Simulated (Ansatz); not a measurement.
Isolated molecules relaxed with PBE0-D4/def2-TZVP in Ansatz; ΔE leaves out vibrations. CBS: MP2 limit from def2 TZ/QZ plus the TZ coupled-cluster correction, frozen cores. This one scheme is used for every species. Each species was taken in one conformer, which may not be the lowest.

Consider the formal exchange of groups at a B–C bond: `BC=O` + `C[O][AlH][Cl]` → `BC[O][AlH][Cl]` + `C=O`.

```tsv
level	ΔE (kJ/mol)
HF/def2-TZVPP	-19.8
MP2/CBS(def2)	-6.3
```

Task: What does CCSD(T)/CBS give? (Estimate.)

Result: The calculation gave: -6.9 kJ/mol. The listed levels differ from it by -12.9, 0.6 kJ/mol.

Largest T1 diagnostic among the species: 0.021, so the coupled-cluster value is less sure than usual.

From PBE to PBE0 (25 % exact exchange), in def2-TZVPP and without D4, ΔE moves by −9.1 kJ/mol. The D4 term adds −4.3 kJ/mol with B3LYP and −2.5 kJ/mol with PBE0; it sums over pairs of atoms, weighted by their polarisabilities, and B3LYP, whose exchange is more repulsive, gets the larger term. In def2-TZVPP, CCSD(T) changes the Hartree–Fock value by +13.2 kJ/mol (the triples alone add +3.9 kJ/mol) and MP2 by +13.8 kJ/mol.

B3LYP here is the variant with VWN-RPA as its local correlation; programs differ in this.
